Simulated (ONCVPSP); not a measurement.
**Reading a pseudo-wave (N (Z = 7))**

Columns: radius, all-electron u(r) and pseudo u(r) of the 2p shell (level -7.24 eV) of nitrogen in the configuration [He] 2s2 2p3; LDA (Perdew-Wang 92), scalar-relativistic, ONCV scheme, ONCVPSP 4.0.1.

```csv
r (bohr),all-electron,pseudo
0.118,0.0963,0.0276
0.235,0.2680,0.1052
0.353,0.4355,0.2229
0.470,0.5695,0.3626
0.588,0.6675,0.5079
0.705,0.7308,0.6393
0.822,0.7658,0.7443
0.940,0.7787,0.8155
1.058,0.7746,0.8496
1.175,0.7585,0.8500
1.292,0.7340,0.8240
1.410,0.7038,0.7798
1.528,0.6701,0.7264
1.645,0.6348,0.6715
1.763,0.5985,0.6189
1.880,0.5626,0.5720
1.998,0.5270,0.5302
2.115,0.4927,0.4934
2.232,0.4598,0.4598
2.350,0.4280,0.4280
2.468,0.3978,0.3978
2.585,0.3695,0.3695
2.702,0.3429,0.3428
2.820,0.3176,0.3176
2.938,0.2939,0.2939
3.055,0.2719,0.2719
```

Question: How many radial nodes do the two functions have?

Answer: The all-electron 2p function has n − l − 1 = 0; the pseudo-wave has 0.

Question: At about which radius was the pseudo-wave matched?

Answer: 2.35 bohr. The columns agree to 0.0005 from 2.23 bohr on; several derivatives are matched, so the curves merge somewhat inside the radius.

Question: Where does each function peak?

Answer: Outermost all-electron maximum near 0.94 bohr, pseudo maximum near 1.18 bohr (to the table’s step).

Question: Is the pseudo-wave norm-conserving?

Answer: Yes: the ONCV scheme keeps the norm inside the radius equal to the all-electron one, which fixes the energy derivative of the logarithmic derivative at the level.
